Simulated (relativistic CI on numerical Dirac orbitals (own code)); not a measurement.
# One change at a time: Ta59+

Base calculation: Dirac-Coulomb-Breit CI, KLI orbitals optimised for each configuration, model QED (radiative potential, 1s self-energy scaled to tabulated hydrogen-like ionisation energies), unscaled Slater integrals.

Configurations in the expansion (outside the closed core [Ne]): 3s2 3p2, 3s2 3p 3d, 3s 3p3, 3s2 3d2, 3p4, 3s 3p2 3d, 3p2 3d2, 3s 3p 3d2, 3p3 3d, 3s2 3d 4s, 3s2 3d 4p, 3s 3p 3d 4s, 3p3 4s, 3s2 3p 4s, 3s 3p 3d 4p, 3p3 4p, 3s2 3p 4p, 3p2 3d 4s, 3s2 3p 4d, 3p2 3d 4p, 3s 3p2 4s, 3s2 3p 4f, 3s 3p2 4p, 3s 3p2 4d, 3s 3p2 4f, 3s2 4s2, 3s2 3p 5s, 3s2 3p 5p, 3s2 4s 4p, 3s2 3p 5d, 3s2 3p 5f, 3s2 3p 5g, 3s2 4p2, 3s 3p 4s2, 3s 3p2 5s, 3s 3p 4s 4p. Levels of other configurations are missing.

The lowest level and the first level of each name with at least 55 % of one term (blank where a level has no safe partner in the second run):

| Level | Base (eV) | Shift (eV) |
| --- | --- | --- |
| 3s2 3p2 3P_0 | 0.00 | 0.00 |
| 3s2 3p2 3P_1 | 325.42 | +0.01 |
| 3s2 3p2 1D_2 | 334.71 | +0.01 |
| 3s2 3p 3d 3F°_2 | 542.18 | -0.13 |
| 3s2 3p2 3P_2 | 667.14 | +0.02 |
| 3s2 3p2 1S_0 | 687.53 | +0.02 |
| 3s 3p3 3D°_3 | 825.92 | +0.15 |
| 3s 3p3 3P°_0 | 837.49 | +0.13 |
| 3s 3p3 1D°_2 | 852.33 | +0.09 |
| 3s2 3p 3d 3P°_0 | 910.77 | -0.08 |
| 3s2 3p 3d 3F°_4 | 956.61 | -0.12 |
| 3s2 3p 3d 3D°_3 | 989.77 | -0.12 |
| 3s2 3p 3d 1P°_1 | 999.86 | -0.12 |
| 3s 3p2 3d 5D_0 | 1014.79 | +0.08 |

At this charge energies of transitions that change n are usually good to better than 1 %, and those within a shell (Δn = 0) to a few per cent.

One thing was changed in a second run, which moved the levels as shown. Which?
A. one mean potential for all configurations
B. Breit term removed
C. valence Slater integrals scaled by 0.9
D. configuration mixing switched off
E. QED terms removed

A. One mean potential for all configurations. One potential for all configurations removes the relaxation of the orbitals, which moves whole configurations and changes the integrals a little.

LS names give the leading component of a level, which can be under half, so a name can repeat, a term be missing and a line seem to break the LS rules.
